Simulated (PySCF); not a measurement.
C₈H₈Se.
Atom-mapped SMILES: `[CH2:1]=[CH:2][c:3]1[cH:4][cH:5][cH:6][c:7]([SeH:8])[cH:9]1` (hydrogens: H10, H11 on C1; H12 on C2; H13 on C4; H14 on C5; H15 on C6; H16 on Se8; H17 on C9)

Geometry (PBE0-D3(BJ)/def2-SVP, Å), atoms numbered from 1 in this order:
```
atom  x, y, z in Å
C1    -2.9406   -0.9342   -0.0709
C2    -1.6654   -1.2476    0.1857
C3    -0.5335   -0.3207    0.3166
C4    -0.6759    1.0746    0.2527
C5     0.4350    1.8988    0.3799
C6     1.7067    1.3604    0.5727
C7     1.8653   -0.0265    0.6415
Se8    3.6230   -0.7098    0.9095
C9     0.7477   -0.8542    0.5145
H10   -3.7042   -1.7114   -0.1471
H11   -3.2739    0.0967   -0.2168
H12   -1.4083   -2.3054    0.3126
H13   -1.6625    1.5180    0.1071
H14    0.3149    2.9837    0.3299
H15    2.5703    2.0228    0.6705
H16    3.2164   -2.1216    0.8865
H17    0.8611   -1.9401    0.5674
```

Level of theory: TDDFT CAM-B3LYP/def2-SVPD, vertical, gas phase, core orbitals frozen in the response (PySCF). Relativistic effects, spin–orbit coupling among them, are left out although an element past zinc is present.

Ground-to-excited transition dipoles (e·a0, same axes as the geometry; the sign carries no meaning), for the states with f of 0.002 or more among the lowest 6:

```json
{"state": "S1", "E (eV)": "4.565", "μx": "-0.036", "μy": "-0.229", "μz": "0.066"}
{"state": "S2", "E (eV)": "4.569", "μx": "0.024", "μy": "0.405", "μz": "0.035"}
{"state": "S3", "E (eV)": "4.950", "μx": "-0.455", "μy": "-0.726", "μz": "-0.060"}
{"state": "S4", "E (eV)": "5.467", "μx": "-2.440", "μy": "-0.134", "μz": "-0.270"}
{"state": "S5", "E (eV)": "5.480", "μx": "-0.489", "μy": "-0.037", "μz": "-0.482"}
{"state": "S6", "E (eV)": "5.910", "μx": "0.590", "μy": "-0.438", "μz": "0.103"}
```

Task: Work out the oscillator strengths.

Result: f = (2/3) ΔE |μ|² with ΔE in hartree (27.2114 eV).

| state | \|μ\|² (au) | \|μ\| (D) | f |
| --- | --- | --- | --- |
| S1 | 0.058 | 0.61 | 0.006 |
| S2 | 0.166 | 1.04 | 0.019 |
| S3 | 0.738 | 2.18 | 0.089 |
| S4 | 6.043 | 6.25 | 0.809 |
| S5 | 0.473 | 1.75 | 0.064 |
| S6 | 0.551 | 1.89 | 0.080 |

Task: Which bond between heavy atoms lies closest to the direction of the S4 transition dipole?

Result: C1–C2, at 17° from it; next C7–Se8 at 24°.

Task: What angle do the transition dipoles of S3 and S5 make?

Result: |cos θ| = |μa·μb| / (|μa| |μb|) = 0.47, so θ ≈ 62° (taken between 0 and 90°, since the signs are arbitrary).

Task: How is the summed strength of these states shared among x, y and z?

Result: (2/3) Σ ΔE μα² gives 0.905 for x, 0.119 for y and 0.044 for z, 1.067 in all.

Task: What peak molar absorption coefficient would the strongest computed level give as a lone Gaussian band 0.3 eV wide at half height?

Result: ε(max) = 2.175×10⁸ f / FWHM, with the width in cm⁻¹. S4: 2.175×10⁸ × 0.8093 / 2420 ≈ 73000 L mol⁻¹ cm⁻¹.

Rough CPU time on one thread of a shared machine: about 3 min.

One conformer stands for the species.
